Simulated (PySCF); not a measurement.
PySCF 2.14 output of an unrestricted HSE06 calculation on a single atom or ion in aug-cc-pCVTZ-DK with one added diffuse shell each of s, p, d, f type (8s7p5d3f, 75 functions), with the spin-free X2C one-electron Hamiltonian (Gaussian nucleus):

```
SCF conv_tol = 1e-09
number electrons alpha = 3  beta = 1
    J. Heyd, G. E. Scuseria, and M. Ernzerhof.,  J. Chem. Phys. 118, 8207 (2003)
    J. Heyd, G. E. Scuseria, and M. Ernzerhof.,  J. Chem. Phys. 124, 219906 (2006)
    A. V. Krukau, O. A. Vydrov, A. F. Izmaylov, and G. E. Scuseria.,  J. Chem. Phys. 125, 224106 (2006)
cycle= 1 E= -14.5573676416802  delta_E= -0.00177  |g|= 0.00543  |ddm|= 0.159
cycle= 2 E= -14.5573810990473  delta_E= -1.35e-05  |g|= 0.000467  |ddm|= 0.0291
cycle= 3 E= -14.5573813298089  delta_E= -2.31e-07  |g|= 5.6e-05  |ddm|= 0.00461
cycle= 4 E= -14.557381332997  delta_E= -3.19e-09  |g|= 3.35e-06  |ddm|= 0.000612
cycle= 5 E= -14.5573813330053  delta_E= -8.35e-12  |g|= 3.08e-07  |ddm|= 2.06e-05
converged SCF energy = -14.5573813330053  <S^2> = 2.0000026  2S+1 = 3.0000017
```

The run itself started from symmetry-adapted Hartree-Fock orbitals and held the occupation by maximum overlap, on a logarithmic radial grid, so the iterations belong to that start.

Task: Which element, charge and spin multiplicity is this?

Result: Be (beryllium, neutral), multiplicity 3; the state was [He] 2s1 2p1, high-spin 3P determinant (an excited configuration).
